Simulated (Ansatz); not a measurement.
The same path of Cl4FHW + ClH (9 atoms, charge 0, multiplicity 1) was run twice with different band settings. Lost on the way: W1–F2, Cl8–H9. Made: W1–Cl8, F2–H9.

These are results of Ansatz 0.2.0, RKS PBE/def2-SVP, not measurements.

Relaxed end points:

```xyz
9
Properties=species:S:1:pos:R:3
W -0.108 -0.041 0.003
F 0.021 -0.243 1.901
Cl 1.699 1.363 0.373
H -0.410 1.295 -0.965
Cl -2.225 0.778 0.417
Cl -1.051 -2.163 -0.158
Cl 0.807 -0.509 -2.070
Cl 2.300 -2.169 1.092
H 1.600 -1.740 2.104
```

```xyz
9
Properties=species:S:1:pos:R:3
W 0.294 -0.289 -0.257
F -0.358 -0.827 2.290
Cl 1.924 1.327 -0.832
H 0.500 0.856 0.955
Cl -1.744 0.695 0.048
Cl -0.599 -2.437 -0.249
Cl 0.003 -0.248 -2.554
Cl 2.113 -1.280 0.907
H 0.501 -1.227 2.391
```

Common settings: movable images 5; climbing image yes; optimiser quadratic models (default); start path through a guess of the saddle point; force threshold 0.03 eV/Å; iteration limit 60; end points relaxed.

| run | spring |
| --- | --- |
| 1 | 5.0 eV/Å² |
| 2 | 0.5 eV/Å² |

Problem. What does each run give, and how far can it be trusted?

Solution. Run 1: converged after 42 iterations, highest image 0.468 eV above the first end. The profile has 2 maxima (images 2, 5) with wells between them (image 4): this band takes more than one step, which may be the mechanism or a detour left from its start path. A vibrational analysis at the climbing image gives one clearly imaginary mode, 58i cm⁻¹: a first-order saddle point.
Run 2: converged after 36 iterations, highest image 0.468 eV above the first end. The profile has 2 maxima (images 1, 5) with wells between them (image 3): this band takes more than one step, which may be the mechanism or a detour left from its start path. Another band between the same ends (5 images) ends at a top of the same energy, where a vibrational analysis finds 1 clearly imaginary mode.
The orbitals stay closed-shell, which can raise the energy where a bond breaks towards radicals; this wasn't checked here.
